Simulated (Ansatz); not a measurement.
H₆N₂Sn, SMILES `[NH2][SnH2][NH2]`, relaxed with RKS PBE0-D4/def2-TZVP in Ansatz from a PBE-D4/def2-SVP geometry. The force threshold is 0.005 eV/Å; the program also tests the step.

The species carries charge 0 and has multiplicity 1. Sn: def2 effective core potential.

Start:

```xyz
9

N     0.381    1.641   -0.190
Sn    0.178   -0.389   -0.515
N    -0.667   -0.982    1.275
H     0.541    2.147   -1.073
H     1.198    1.835    0.406
H     1.641   -1.314   -0.659
H    -0.804   -0.510   -1.946
H    -1.535   -0.451    1.431
H    -0.933   -1.977    1.271
```

```tsv
step	energy (eV)	largest force (eV/Å)	largest move (Å)
1	-8907.1389	0.686	0.000
2	-8907.1896	0.358	0.072
3	-8907.2018	0.184	0.038
4	-8907.2027	0.181	0.105
5 (rejected)	-8907.2002	0.174	0.160
6	-8907.2068	0.013	0.057
7	-8907.2070	0.017	0.029
8	-8907.2071	0.009	0.020
9 (rejected)	-8907.2071	0.029	0.004
10	-8907.2071	0.003	0.002
```

End:

```xyz
9

N     0.416    1.610   -0.240
Sn    0.148   -0.371   -0.533
N    -0.686   -0.929    1.222
H     0.674    2.128   -1.070
H     1.085    1.827    0.487
H     1.565   -1.325   -0.679
H    -0.845   -0.487   -1.926
H    -1.599   -0.524    1.384
H    -0.756   -1.928    1.357
```

It took 6.5 s on 4 threads of an AMD EPYC 9R45 on a shared host, with 0.33 GiB of host memory at the peak.
